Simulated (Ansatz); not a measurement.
`[C]#C[SiH2]OC` radical. Charge 0, multiplicity 2.

```xyz
10

C     0.089   -0.861   -2.908
C     0.500   -0.351   -1.886
Si    1.102    0.387   -0.317
O    -0.152    0.831    0.627
C    -1.136   -0.069    1.092
H     1.941   -0.647    0.341
H     1.870    1.612   -0.616
H    -1.814    0.480    1.746
H    -0.689   -0.892    1.661
H    -1.711   -0.488    0.260
```

Problem. List the harmonic frequencies (cm⁻¹, unscaled) at PBE0-D4/def2-TZVP in Ansatz. (An estimate is asked.)

Solution. Ansatz gave: 69, 92, 137, 169, 203, 350, 620, 631, 740, 790, 894, 946, 1153, 1183, 1216, 1481, 1495, 1498, 2153, 2227, 2278, 3022, 3088, 3132.

Problem. Is this a minimum?

Solution. Yes, all 24 modes are real.

Problem. Give the ideal-gas thermochemistry at 298.15 K and 1 bar (rigid rotor, harmonic oscillator; point group C1, symmetry number 1).

Solution. Zero-point energy 176.9 kJ/mol; H(298) − E = 198.3 kJ/mol; entropy 356.1 J/(mol·K), of which translation 164.3, rotation 110.5, vibration 75.6, electronic 5.8; G(298) − E = 92.1 kJ/mol. Modes under 100 cm⁻¹ are hindered rotations or soft bends, so the harmonic entropy is rough.
